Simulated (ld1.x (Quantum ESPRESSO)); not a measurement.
platinum, PAW: configuration errors across variants

platinum (Pt), PAW, made with ld1.x (Quantum ESPRESSO) 7.5 (PBE, fully relativistic). Core [Kr] 4d10 4f14 5s2, reference 5p6 5d7 6s0 6p0 (charge +3). Waves: 6s (bound, empty): rcut 1.55, rcutus 2.15 bohr; 6s channel at 1.45 Ry: rcut 1.55, rcutus 2.15 bohr; 5p (bound): rcut 1.75, rcutus 1.85 bohr; 6p (bound, empty): rcut 1.75, rcutus 1.85 bohr; 5d (bound): rcut 1.15, rcutus 1.35 bohr; 5d channel at -0.2 Ry: rcut 1.15, rcutus 1.35 bohr. Local part: all-electron potential smoothed inside 2.15 bohr (lloc = -1). Core correction: Bessel-smoothed model core, default radius (core density twice the valence density). Augmentation charge: BESSEL, radius 1.00 bohr.

Open shells are filled in proportion to 2j + 1 (rel_dist='average').

All-electron excitation energies from the reference (eV): (1) 5p6 5d9 6s1 6p0 -61.405; (2) 5p6 5d9 6s0 6p0 -52.195; (3) 5p6 5d8 6s0 6p0 -32.214; (4) 5p5 5d9 6s1 6p0 1.742; (5) 5p6 5d10 6s0 6p0 -61.445; (6) 5p6 5d8 6s1 6p1 -54.882; (7) 5p6 5d9 6s0 6p1 -56.403.

Tests that are not counted but printed errors over 1 eV. “local potential all-electron potential smoothed inside 0.86 bohr (lloc = -1)”: 5p6 5d9 6s0 6p1 (solver errors, printed error -2.4 eV).

Errors AE − PS in meV (a dash: test not solved or not reliable):

| change | (1) | (2) | (3) | (4) | (5) | (6) | (7) | bound ghosts |
| --- | --- | --- | --- | --- | --- | --- | --- | --- |
| base | -12 | -22 | -8.5 | +31 | -30 | -3.9 | -19 | not determined |
| local potential all-electron potential smoothed inside 0.86 bohr (lloc = -1) | -85 | -70 | -27 | -18 | -94 | -2884 | – | not determined |
| local potential all-electron potential smoothed inside 1.06 bohr (lloc = -1) | +27 | +6.5 | +2.6 | -11 | +8.1 | – | – | not determined |
| local potential all-electron potential smoothed inside 1.16 bohr (lloc = -1) | +7.2 | -7.0 | -2.6 | -11 | -10 | +12 | – | not determined |
| local potential all-electron potential smoothed inside 1.44 bohr (lloc = -1) | -7.1 | -17 | -6.5 | -11 | -24 | +0.3 | -14 | not determined |
| local potential all-electron potential smoothed inside 1.60 bohr (lloc = -1) | -5.7 | -16 | -6.1 | -15 | -22 | +2.2 | -13 | not determined |
| local potential all-electron potential smoothed inside 1.74 bohr (lloc = -1) | – | – | – | – | – | – | – | not determined |
| local potential all-electron potential smoothed inside 2.14 bohr (lloc = -1) | -12 | -22 | -8.5 | +31 | -30 | -3.9 | -19 | not determined |
| local potential all-electron potential smoothed inside 2.28 bohr (lloc = -1) | -13 | -22 | -8.6 | +25 | -30 | -4.3 | -19 | not determined |
| local potential all-electron potential smoothed inside 2.50 bohr (lloc = -1) | -13 | -22 | -8.7 | – | – | – | – | not determined |

(1) Give the same row for: local potential all-electron potential smoothed inside 1.98 bohr (lloc = -1).

Answers

(1) -11, -21, -8.4, +100, -29, -1.8, -17; bound ghosts: not determined.
